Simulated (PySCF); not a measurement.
Adding and removing an electron: PbN

ROHF-MP2; PySCF, scalar-relativistic core potentials, basis sets Pb aug-cc-pVDZ-PP with ECP60, N aug-cc-pVDZ. Neutral (ROHF): doublet (π ↑), Re = 2.097 Å, ωe = 583 cm⁻¹, De = 1.98 eV.

PbN⁺ (ROHF): triplet (π ↑↑), Re = 2.233 Å, ωe = 508 cm⁻¹. The energies at the minima are -246.43306 hartree for PbN and -246.14123 for PbN⁺.

(1) Work out the adiabatic ionisation energy, without and with harmonic zero-point energies (1 hartree = 27.2114 eV, 1 eV = 8065.5 cm⁻¹), and the change of the bond length.

Correlated steps freeze 5 core orbitals. Correlated levels converge slowly with the basis: in double zeta they bind strong bonds too weakly, by up to about 1 eV, and carry superposition errors of some tenths. Spin–orbit coupling is left out, which matters for elements this heavy, above all for dissociation energies. States were picked by a PBE0 search and need not be the measured ground states.

## Answers

(1) At ROHF-MP2: 0.29183 hartree = 7.941 eV between the minima; the zero-point term (508.0 − 583.0)/2 cm⁻¹ = -0.005 eV makes it 7.936 eV. Re changes by +13.6 pm against the neutral. The electron leaves a π orbital, and the longer bond of the ion fits a bonding orbital, or a change in how ionic the bond is.
